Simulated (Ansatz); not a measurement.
Ansatz (a quantum-chemistry and plane-wave program) input (MP2/6-31G* with LANL2DZ past Ar): The .json file joins the Basis Set Exchange's 6-31G* for atoms up to Ar and LANL2DZ past it.

Ansatz 0.2 input:
```yaml
crystal:
  periodic: [false, false, false]
  atoms:
    - {symbol: Hg, position_ang: [-0.00000000, -0.00000000, -0.02218300]}
    - {symbol: H, position_ang: [0.00000000, 0.00000000, 1.77460400]}
basis:
  gaussian:
    orbitals: 6-31Gs+LANL2DZ.json
magnetization: {spin_polarized: true, initial_magnetization: 1}
correlation: {method: mp2, electrons: outside_noble_gas}
relax: {f_tol: 0.003, max_steps: 120}
```

Output:

```
Functional definition: HF
these checks for a lower state are left out or cut short: cluster_reference
integrals: 0.00 GiB planned
332 factors; integrals over basis functions are off by at most 1.3e-4 eV
mean field: 0.04 GiB planned
mean field evaluation 1: about -1140.2728 eV, gradient 4.3e0 eV
mean field evaluation 2: about -1140.2778 eV, gradient 4.3e0 eV
mean field evaluation 4: about -1140.6625 eV, gradient 8.8e-1 eV
mean field evaluation 8: about -1140.6846 eV, gradient 8.9e-3 eV
mean field -1140.68455468 eV, -41.9193842008 hartree, gradient 5.7e-6 eV, S^2 0.792578; 0 other end points of the search recorded, 0 dependent functions left out
reference -1140.68455468 eV, -41.9193842008 hartree; 7, 6 occupied and 13, 14 virtual orbitals, 332 factors
densities: 0.04 GiB planned
second order -2.05292942 eV of doubles, -0.00000000 eV of singles
the calculation of the forces begins
relax step   1: F+E_penalty+E_count = -1142.73748411 eV  Δ(F+E_penalty+E_count) = +0.000e0 eV  max|allowed force component| = 2.221e-1 eV/Å  Δτ_max = 0.0000 Å  (30 SCF iters, accepted)
these checks for a lower state are left out or cut short: starts, cluster_reference, orbital_swaps, neighbouring_geometries, increment
integrals: 0.00 GiB planned
332 factors; integrals over basis functions are off by at most 1.4e-4 eV
mean field: 0.04 GiB planned
mean field evaluation 16: about -1140.6848 eV, gradient 1.5e-2 eV
mean field -1140.68482711 eV, -41.9193942122 hartree, gradient 1.7e-6 eV, S^2 0.798218; 0 other end points of the search recorded, 0 dependent functions left out
reference -1140.68482711 eV, -41.9193942122 hartree; 7, 6 occupied and 13, 14 virtual orbitals, 332 factors
densities: 0.04 GiB planned
second order -2.05615097 eV of doubles, -0.00000000 eV of singles
the calculation of the forces begins
relax step   2: F+E_penalty+E_count = -1142.74097808 eV  Δ(F+E_penalty+E_count) = -3.494e-3 eV  max|allowed force component| = 2.939e-2 eV/Å  Δτ_max = 0.0191 Å  (29 SCF iters, accepted)
these checks for a lower state are left out or cut short: starts, cluster_reference, orbital_swaps, neighbouring_geometries, increment
integrals: 0.00 GiB planned
332 factors; integrals over basis functions are off by at most 1.4e-4 eV
mean field: 0.04 GiB planned
mean field -1140.68528843 eV, -41.9194111655 hartree, gradient 4.9e-7 eV, S^2 0.797459; 0 other end points of the search recorded, 0 dependent functions left out
reference -1140.68528843 eV, -41.9194111655 hartree; 7, 6 occupied and 13, 14 virtual orbitals, 332 factors
densities: 0.04 GiB planned
second order -2.05576298 eV of doubles, -0.00000000 eV of singles
the calculation of the forces begins
mean field evaluation 32: about -1140.6853 eV, gradient 4.9e-7 eV
relax step   3: F+E_penalty+E_count = -1142.74105141 eV  Δ(F+E_penalty+E_count) = -7.333e-5 eV  max|allowed force component| = 1.387e-4 eV/Å  Δτ_max = 0.0025 Å  (23 SCF iters, accepted)
these checks for a lower state are left out or cut short: cluster_reference
integrals: 0.00 GiB planned
332 factors; integrals over basis functions are off by at most 1.4e-4 eV
mean field: 0.04 GiB planned
mean field -1140.68528843 eV, -41.9194111655 hartree, gradient 4.9e-7 eV, S^2 0.797459; 1 other end points of the search recorded, 0 dependent functions left out
reference -1140.68528843 eV, -41.9194111655 hartree; 7, 6 occupied and 13, 14 virtual orbitals, 332 factors
densities: 0.04 GiB planned
second order -2.05576298 eV of doubles, -0.00000000 eV of singles
the calculation of the forces begins
Total energy: -1142.74105141 eV, -41.9949590616 hartree
Atom 0 at    -0.000000     0.000000    -0.038815 Å, force    -0.000000    -0.000000     0.000139 eV/Å
Atom 1 at     0.000000    -0.000000     1.791236 Å, force     0.000000     0.000000    -0.000139 eV/Å
Dipole moment:    -0.000000     0.000000    -0.089852 e Å
Checks for a lower state left out: cluster_reference
```

The geometry given is a B3LYP-D3(BJ)/def2-TZVP minimum.
